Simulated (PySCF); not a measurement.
Geometries of 2 isomers of C4H5ClO2, from PBE0-D3(BJ)/def2-SVP geometry optimisation, gas phase in PySCF 2.14.0. One conformer each, no zero-point energy, no frequencies.

Question: Which isomer lies lower at this level?
A.
```xyz
12
angstrom
C      1.772    0.655    0.658
O      0.402    0.313    0.577
C     -0.446    1.176    1.161
O     -0.087    2.179    1.721
C     -1.833    0.698    0.997
C     -2.936    1.290    1.474
Cl    -3.007    2.735    2.381
H      1.958    1.640    0.203
H      2.106    0.695    1.706
H      2.319   -0.124    0.115
H     -1.963   -0.229    0.435
H     -3.921    0.850    1.297
```
B.
```xyz
12
angstrom
O     -1.556   -2.123    0.368
C     -1.203   -1.028    0.081
O     -1.787   -0.146   -0.766
C     -0.733    0.829   -0.572
C     -0.035   -0.101    0.421
C      1.336   -0.625    0.076
Cl     2.554    0.676    0.189
H     -0.188    1.017   -1.508
H     -1.132    1.769   -0.167
H     -0.068    0.245    1.465
H      1.632   -1.427    0.764
H      1.371   -1.016   -0.951
```

Answer: B. That is `O=C1OC[C@@H]1CCl`, 6.2 kcal/mol below the other.

```csv
SMILES,atoms numbered as above,E (Eh),relative (kcal/mol),relative (kJ/mol),dipole (D)
O=C1OC[C@@H]1CCl,[O:1]=[C:2]1[O:3][CH2:4][C@@H:5]1[CH2:6][Cl:7],-765.21713,0.0,0.0,2.33
COC(=O)/C=C\Cl,[CH3:1][O:2][C:3](=[O:4])/[CH:5]=[CH:6]\[Cl:7],-765.20721,6.2,26.0,2.32
```

As drawn, the lower has a four-membered ring, which the higher lacks; the higher has a C=C bond outside aromatic rings, which the lower lacks.
